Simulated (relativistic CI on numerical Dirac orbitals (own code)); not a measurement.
Method of calculation: Dirac-Coulomb-Breit CI, separate exchange-only KLI orbitals for each configuration, model QED (radiative potential, 1s self-energy scaled to tabulated hydrogen-like ionisation energies), valence Slater integrals scaled by 0.9, P86 correlation estimate, and configurations built on the next ion tied to the tabulated ionisation energy (semi-empirical) (own radial code, finite nucleus).

Configurations in the expansion (outside the closed core [Ne]): 3s2.3p, 3s2.3d, 3s2.4s, 3s2.4p, 3s2.4d, 3s2.5s, 3s2.4f, 3s.3p2, 3p3, 3s.3p.3d, 3p.3d2, 3p2.3d, 3s.3d2, 3p2.4s, 3p2.4p, 3s.3d.4s, 3s.3p.4s, 3s.3d.4p, 3s.3p.4p, 3p.3d.4s, 3s.3p.4d, 3s2.5p, 3p.3d.4p, 3s.3p.4f. Levels of other configurations are missing.

Configurations that consist of the next ion and one excited electron were tied to the tabulated ionisation energy; Rydberg ones are usually within 1,000 to 3,000 cm⁻¹ and the lowest ones within about 6,000 (9,000 in d shells), while levels on excited terms of the next ion carry the error of that term, and the other configurations can be misplaced by 10,000 cm⁻¹ or more. Rates follow the energies as ν³ (E1, M1) or ν⁵ (E2), so rates, branching and lifetimes can be off by large factors.

Outline of the computed level scheme of Sc IX. Lowest level of each configuration: 3s2.3p 2P°_1/2 at 0.0000 eV; 3s.3p2 4P_1/2 at 18.1379 eV; 3s2.3d 2D_3/2 at 37.2490 eV; 3p3 2D°_3/2 at 47.0047 eV; 3s.3p.3d 4F°_3/2 at 52.7070 eV; 3p2.3d 2F_5/2 at 78.9090 eV.

Some strong electric-dipole decays among the lowest 45 levels: 3s2.3d 2D_5/2 → 3s2.3p 2P°_3/2 (2.4e+10 s⁻¹); 3s2.3d 2D_3/2 → 3s2.3p 2P°_1/2 (2.1e+10 s⁻¹); 3s2.3d 2D_3/2 → 3s2.3p 2P°_3/2 (4.5e+09 s⁻¹).
